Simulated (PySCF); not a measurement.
SnF4, SMILES [F][Sn]([F])([F])[F].

Coordinates come from a PBE0-D3(BJ)/def2-SVP optimisation. The isomer is the one that the SMILES or the coordinates give; other isomers of the formula were not compared. The def2 effective core potentials stand for the cores of Sn; spin–orbit coupling is left out.

Calculation: PySCF with PBE0/def2-TZVP.

Symmetry labels are those of the subgroup D2 that the program uses (full group Td).

Computed valence orbital energies around the gap with their symmetry:
```json
[
 {"orbital": "HOMO−7", "symmetry": "A", "energy (eV)": "-12.61"},
 {"orbital": "HOMO−6", "symmetry": "A", "energy (eV)": "-12.61"},
 {"orbital": "HOMO−5", "symmetry": "B1", "energy (eV)": "-12.46"},
 {"orbital": "HOMO−4", "symmetry": "B2", "energy (eV)": "-12.46"},
 {"orbital": "HOMO−3", "symmetry": "B3", "energy (eV)": "-12.46"},
 {"orbital": "HOMO−2", "symmetry": "B1", "energy (eV)": "-12.39"},
 {"orbital": "HOMO−1", "symmetry": "B2", "energy (eV)": "-12.39"},
 {"orbital": "HOMO", "symmetry": "B3", "energy (eV)": "-12.39"},
 {"orbital": "LUMO", "symmetry": "A", "energy (eV)": "-3.94"},
 {"orbital": "LUMO+1", "symmetry": "B1", "energy (eV)": "0.21"},
 {"orbital": "LUMO+2", "symmetry": "B2", "energy (eV)": "0.21"},
 {"orbital": "LUMO+3", "symmetry": "B3", "energy (eV)": "0.21"}
]
```
